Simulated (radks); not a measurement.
Problem. All-electron atom: Eu49+ in [Ne] 3s2 3p2 (the NIST ground configuration). Method: Dirac Kohn-Sham, PBE, spin-unpolarised, spherical densities, finite nucleus; open shells fill j = l - 1/2 first; Fermi nuclear charge, rms radius 5.1115 fm; computed with a radial shooting solver on a logarithmic mesh with Libxc functionals. Some entries of the table are withheld. Estimate them.

orbital,occ.,eigenvalue (eV),r(max) (bohr)
1s1/2,2,-51764.22,0.01420
2s1/2,2,-11218.58,0.08019
2p1/2,2,(1),(2)
2p3/2,4,(3),(4)
3s1/2,2,-4490.525,0.2152
3p1/2,2,(5),(6)
3p3/2,0,(7),(8)
3d3/2,0,-4006.465,(9)
3d5/2,0,-3964.716,(10)
4s1/2,0,(11),0.4262

Solution. 
(1) 2p1/2 eigenvalue (eV): -10857.07
(2) 2p1/2 r(max) (bohr): 0.06062
(3) 2p3/2 eigenvalue (eV): -10190.53
(4) 2p3/2 r(max) (bohr): 0.06622
(5) 3p1/2 eigenvalue (eV): -4359.477
(6) 3p1/2 r(max) (bohr): 0.2011
(7) 3p3/2 eigenvalue (eV): -4186.664
(8) 3p3/2 r(max) (bohr): 0.2111
(9) 3d3/2 r(max) (bohr): 0.1629
(10) 3d5/2 r(max) (bohr): 0.1657
(11) 4s1/2 eigenvalue (eV): -2390.086
